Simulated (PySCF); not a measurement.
Vertical excitations of a molecule C7H8 from TDA-M06-2X/def2-SVPD (PySCF), as energy in eV (oscillator strength): 5.42 (0.000), 6.17 (0.022), 6.52 (0.016), 7.08 (0.039), 7.26 (0.000), 7.33 (0.000). Lowest triplet (TDA): 3.87 eV. Geometry optimised at ωB97X-D3(BJ)/def2-SVP. The values are those of a single conformer.

Problem. Which structure fits?
A) C1=CC2C=CC1C2
B) C#C[C@@H]1CCC1=C
C) C#CC1=CCCC1
D) C#CC1=C[C@@H](C)C1

Solution. A, C1=CC2C=CC1C2
